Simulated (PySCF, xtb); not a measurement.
Sn(F)(Cl)(NH2)2 (ClFH4N2Sn), SMILES [Sn]([NH2])([Cl])([F])[NH2].

GFN2-xTB (xtb 6.7.1) at its own geometry gives an orbital gap of 3.34 eV and a dipole moment of 2.02 D.

The structure is a stationary point at r2SCAN-D4/def2-SVP. The structure was generated by enumeration; whether it is a known compound was not checked. The def2 effective core potentials stand for the cores of Sn; spin–orbit coupling is left out. One conformer was computed; it need not be the lowest.

What does M06-2X/def2-TZVP (PySCF) give? (Estimate from the structure and the level; the computed values follow.)

gap 8.98 eV (levels -9.77 and -0.79 eV), dipole 1.98 D.
